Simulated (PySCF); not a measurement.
Species: C6H6FOS (doublet state).
Cartesian coordinates in Å at the GFN2-xTB level; atoms count from 1:
```xyz
15
C6H6FOS angstrom
C      2.8156   -0.4278    0.1027
C      1.9780    0.5461   -0.0825
C      0.5088    0.4400   -0.0734
C     -0.3096    1.4559   -0.3184
S     -2.0714    1.0356   -0.3197
O     -2.4132    0.7399   -1.7106
C     -1.6204   -0.6265    0.4556
F     -1.8641   -0.5116    1.8004
C     -0.1470   -0.8854    0.1974
H      2.8202   -1.4737    0.3001
H      2.3389    1.5502   -0.2763
H     -0.0259    2.4641   -0.5551
H     -2.2966   -1.3887    0.0613
H     -0.0192   -1.5374   -0.6696
H      0.3016   -1.3727    1.0660
```

The hyperfine couplings belong to this conformer and change with its torsions.

The species is `[H]/[C]=C\C1=C[S@@](=O)[C@H](F)C1` [radical].

Level of theory: UKS B3LYP, pcH-1 on C F H O S, non-relativistic, mean-field spin-orbit, GIAO (PySCF). Isolated species at its GFN2-xTB geometry (one conformer only). The geometry wasn't refined by DFT: couplings that depend on bond lengths, twists or pyramidal angles can differ widely from those at the functional's own minimum. The SCF solution wasn't tested for stability.

(1) Predict the first-order ENDOR lines of F8, H11, H10, H14, H12 and H15 under fast tumbling at B = 3341.1 mT (W band).

(2) Which pairs are centred on the nuclear Larmor frequency, and which on half the coupling?

(3) At what field would the lower line of H10 fall to zero frequency?

## Answers

(1) For S = 1/2 in fast tumbling each set of equivalent nuclei gives two lines, ν± = |νn ± a/2| to first order, with νn = g_N μN B/h and μN/h = 7.62259 MHz/T.

```tsv
nuclei	isotope	g_N	νn (MHz)	a_iso (MHz)	lower line (MHz)	upper line (MHz)
F8	19F	5.2577	133.90	-0.69	133.56	134.25
H11	1H	5.5857	142.26	119.75	82.38	202.13
H10	1H	5.5857	142.26	30.58	126.97	157.55
H14	1H	5.5857	142.26	3.22	140.65	143.87
H12	1H	5.5857	142.26	3.19	140.66	143.85
H15	1H	5.5857	142.26	2.01	141.25	143.26
```

(2) Centred on νn, since |a| < 2νn: F8, H11, H10, H14, H12 and H15. No pair has |a| > 2νn.

(3) Where νn = |a|/2, that is B = 15.29 MHz/(5.5857 × 7.62259 MHz/T) = 359 mT, as far as first order holds there.

The largest Mulliken spin populations are on C1 (+1.06), C2 (-0.16) and C3 (+0.09). No atom but C1 exceeds +0.15.
